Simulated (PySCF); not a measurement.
A structure optimised at PBE-D3(BJ)/def2-SVP, used in a PySCF frequency run:

```
C
F 1 1.3988
H 1 1.1139 2 107.68
C 1 1.5039 3 109.31 2 -117.41
C 4 1.3427 1 126.13 3 -34.53
H 5 1.0997 4 123.59 1 -178.88
H 4 1.1029 5 117.94 6 -0.73
C 1 1.5241 3 109.59 2 118.49
H 8 1.1077 1 109.97 3 58.69
H 8 1.1080 9 108.71 1 -121.23
H 8 1.1080 9 108.80 10 -118.23
Cl 5 1.7435 6 113.24 4 -179.44
```

**Question.** Write its SMILES and formula.

**Answer.** C[C@@H](F)/C=C\Cl, C₄H₆ClF

**Question.** What are its rotational constants (standard atomic weights)?

**Answer.** 5.5425, 1.4503, 1.3172 GHz
